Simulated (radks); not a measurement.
Task: Ionisation of the carbon ion C3+, [He] 2s1, to [He] as the strength of local exchange is varied. Method: scalar-relativistic Kohn-Sham, Slater X-alpha exchange (alpha = 2/3 is LDA exchange), no correlation, spin-polarised, spherical densities, point nucleus; open shells are filled with parallel spins first; computed with a radial shooting solver on a logarithmic mesh with Libxc functionals.

alpha  E(C3+) (hartree)  exchange (hartree)  IE (eV)  -e of the level emptied (eV)  <r> of it (bohr)
0.618         -33.96936            -3.13483   62.788                   55.529 (2s)             1.290
0.804         -34.92044            -4.14368   65.800                   59.053 (2s)             1.258
0.888         -35.35492            -4.60921   67.184                   60.681 (2s)             1.244
0.898         -35.40685            -4.66504   67.350                   60.876 (2s)             1.242
0.906         -35.44842            -4.70977   67.483                   61.032 (2s)             1.241
x             -34.21844            -3.39767   63.574                   56.446 (2s)             1.281

Which alpha was used in the last row?

Result: alpha = 0.667. NIST Atomic Spectra Database: 64.494 eV (measured). The Delta-SCF value meets it near alpha = 0.72.
